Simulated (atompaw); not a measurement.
**Reading a pseudo-wave (W)**

Columns: radius, all-electron u(r) and pseudo u(r) of the 6s shell (level -7.26 eV) of tungsten in the configuration [Xe] 4f14 5d4 6s1.75 6p0; PBE, scalar-relativistic, PAW (atompaw) scheme, atompaw 4.2.0.5.

| r (bohr) | all-electron | pseudo |
| --- | --- | --- |
| 0.115 | -0.0904 | 0.0479 |
| 0.231 | 0.0151 | 0.0958 |
| 0.346 | 0.1899 | 0.1429 |
| 0.462 | 0.0910 | 0.1895 |
| 0.577 | -0.0986 | 0.2346 |
| 0.692 | -0.2429 | 0.2784 |
| 0.808 | -0.3038 | 0.3210 |
| 0.923 | -0.2888 | 0.3614 |
| 1.038 | -0.2212 | 0.3998 |
| 1.154 | -0.1221 | 0.4362 |
| 1.269 | -0.0105 | 0.4700 |
| 1.385 | 0.1032 | 0.5015 |
| 1.500 | 0.2096 | 0.5300 |
| 1.615 | 0.3053 | 0.5557 |
| 1.731 | 0.3890 | 0.5786 |
| 1.846 | 0.4587 | 0.5984 |
| 1.962 | 0.5161 | 0.6152 |
| 2.077 | 0.5609 | 0.6287 |
| 2.192 | 0.5949 | 0.6390 |
| 2.308 | 0.6193 | 0.6462 |
| 2.423 | 0.6350 | 0.6501 |
| 2.538 | 0.6433 | 0.6509 |
| 2.654 | 0.6453 | 0.6484 |
| 2.769 | 0.6418 | 0.6428 |
| 2.885 | 0.6338 | 0.6339 |
| 3.000 | 0.6221 | 0.6221 |

**Question.** How many radial nodes do the two functions have?

**Answer.** The all-electron 6s function has n − l − 1 = 5 (the table is too coarse to show those close to the nucleus); the pseudo-wave has 0, since the states of the same l below it are removed with the core.

**Question.** Is the pseudo-wave norm-conserving?

**Answer.** No, it belongs to a PAW set: the norm inside the radius is not constrained, and the difference is carried by the augmentation charge.
